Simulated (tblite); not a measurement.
C₄HF₄O (doublet state).
SMILES: `FC1=C(F)C(F)(F)O[CH]1`

Computed with GFN2-xTB (tblite): harmonic, unscaled wavenumbers at the GFN2-xTB geometry, gas phase. Against measured fundamentals such values can be off by several per cent, at times by over 20. Open shells enter through the occupations alone, without spin polarisation, and single modes of such species can be off by tens of per cent.

Harmonic wavenumbers (cm⁻¹): 88.2, 162.7, 233.3, 271.9, 302.2, 380.2, 385.0, 508.4, 541.0, 542.0, 594.0, 620.0, 675.4, 733.3, 971.0, 982.9, 1020.7, 1102.2, 1136.2, 1189.5, 1281.7, 1424.1, 1606.7, 3181.7.

A = 2613, B = 1467, C = 1121 MHz; mass 140.996 u (most abundant isotopes); point group Cs, symmetry number 1; spin multiplicity 2.

Task: Zero-point energy?

Result: ½Σν̃ = 9967 cm⁻¹ = 28.50 kcal/mol.

Task: What is S at 200 K and 1 bar for an ideal gas of classical rigid rotors and harmonic oscillators?

Result: Translation 38.78, rotation 27.51, vibration 9.76, spin (R ln 2) 1.38: S = 77.4 cal/(mol K).

Task: And Cp and H(200 K) − H(0)?

Result: Cp = 22.26 cal/(mol K), of which vibrations give 14.31 (their classical limit is 24 R = 47.7); H(200 K) − H(0) = 2.81 kcal/mol without the zero-point energy, 1.22 from vibrations.

Task: Which modes carry the vibrational entropy at 200 K?

Result: 88.2 cm⁻¹: 2.92; 162.7 cm⁻¹: 1.78; 233.3 cm⁻¹: 1.18; 271.9 cm⁻¹: 0.94; 302.2 cm⁻¹: 0.79; 380.2 cm⁻¹: 0.51 cal/(mol K); the other 18 give 1.63 together.

Task: What must be added to the electronic energy to get the Gibbs energy at 200 K and 1 bar?

Result: ZPE + [H(200 K) − H(0)] − T·S = 28.50 + 2.81 − 15.49 = 15.82 kcal/mol.

Hindered rotation and anharmonicity are outside this model.
